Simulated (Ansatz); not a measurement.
Cartesian coordinates in Å:
```
O 0.184 1.074 -1.848
Si 0.773 0.290 -0.538
N -0.454 0.200 0.681
C -0.902 -0.824 1.203
F -1.862 -0.771 2.131
H -0.207 1.939 -1.711
H 1.189 -1.047 -1.031
H 1.911 1.008 0.085
H -0.632 -1.870 1.029
```

Charge 0, multiplicity 1.

**Question.** List the r2SCAN/def2-TZVPP orbital energies in eV (Ansatz 0.2.0). (Best estimate.)

**Answer.** Computed: Occupied: -1791.86, -667.11, -516.03, -385.29, -276.89, -142.18, -97.07, -97.05, -97.02, -32.90, -26.67, -24.21, -16.76, -14.99, -14.00, -13.13, -12.32, -11.03, -10.04, -9.78, -9.29, -8.32, -7.92, -7.13. Lowest empty: -1.59, 0.19, 0.93, 1.72, 2.14, 2.33, 2.73, 3.41.
